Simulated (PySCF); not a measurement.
**Correlation energy of I³⁺ (iodine, charge +3)**

[Kr] 4d10 5s2 5p2, high-spin 3P determinant. Calculation: PySCF 2.14, in x2c-TZVPPall with one added diffuse shell each of s, p, d, f type (9s7p5d3f, 76 functions); scalar relativity by spin-free X2C-1e. Frozen: [Kr] 4d10; 4 electrons correlated.

```json
{"level": "CCSD", "correlation energy (mhartree)": "-59.59"}
{"level": "(T)", "correlation energy (mhartree)": "-1.03"}
{"level": "CCSD(T)", "correlation energy (mhartree)": "-60.62"}
```

Diagnostics: T1 = 0.0052, D1 = 0.0138, largest double amplitude 0.089.

Task: Is a single reference adequate?

Result: Mostly. T1 lies below 0.03, but a double amplitude of this size points to a near-degeneracy that CCSD handles and MP2 describes poorly.
